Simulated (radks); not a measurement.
Ag4+, 43 electrons, occupied as [Kr] 4d7. Method: Dirac Kohn-Sham, BLYP, spin-unpolarised, spherical densities, finite nucleus; open shells are shared between the two j in proportion to 2j + 1; Fermi nuclear charge, rms radius 4.5454 fm; computed with a radial shooting solver on a logarithmic mesh with Libxc functionals. Some entries of the table are withheld. Estimate them.

orbital,occ.,eigenvalue (eV),<1/r> (bohr^-1)
1s1/2,2,-25376.66,49.44
2s1/2,2,-3785.338,11.39
2p1/2,2,-3522.242,11.37
2p3/2,4,-3346.828,10.68
3s1/2,2,-740.9536,3.983
3p1/2,2,-636.3009,(1)
3p3/2,4,-605.3296,(2)
3d3/2,4,-419.9766,3.559
3d5/2,6,-413.7352,3.516
4s1/2,2,-150.9789,(3)
4p1/2,2,-117.5112,1.428
4p3/2,4,-112.1526,1.377
4d3/2,2.8,-60.1717,1.108
4d5/2,4.2,-59.4472,1.096

Answer. 
(1) 3p1/2 <1/r> (bohr^-1): 3.890
(2) 3p3/2 <1/r> (bohr^-1): 3.722
(3) 4s1/2 <1/r> (bohr^-1): 1.542
